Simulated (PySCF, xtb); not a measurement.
silicon dioxide molecule (O2Si), SMILES O=[Si]=O.

GFN2-xTB in xtb at its own geometry gives an orbital gap of 7.87 eV and a dipole moment of 0.00 D.

Geometry: ωB97X-D3(BJ)/def2-TZVP.

Question: What does M06-2X/def2-TZVPD (PySCF) give? (Estimate from the structure and the level; the computed values follow.)

Answer: gap 8.94 eV (levels -11.61 and -2.67 eV), dipole 0.00 D.
